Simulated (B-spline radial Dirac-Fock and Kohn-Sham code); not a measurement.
Level of theory: multi-electron Dirac-Fock with separately optimised hole states, Breit and Lamb-shift corrections added in first order; a radial B-spline solver. Two-hole levels are in intermediate coupling, intensities from independent-particle Coulomb rates.

Question: These computed lines form the K-LL Auger spectrum of a free neutral atom. Which element, and how are the lines assigned?

```
kinetic energy (eV)  relative intensity
            45078.2                  31
            45645.0                  43
            45688.0                   6
            46148.9                   7
            46960.0                  32
            47041.1                   8
            47517.1                 100
            48832.4                   5
            48882.8                  34
```

Answer: W ([Xe] 4f14 5d4 6s2). From low to high energy: K-L1L1 ¹S0, K-L1L2 ³P1, K-L1L2 ³P0, K-L2L2 ³P0, K-L1L3 ¹P1, K-L1L3 ³P2, K-L2L3 ¹D2, K-L3L3 ¹S0, K-L3L3 ³P2. The labels give the leading jj configuration and the leading LS term by weight; in heavy atoms the literature often keeps the label of the LS limit instead.
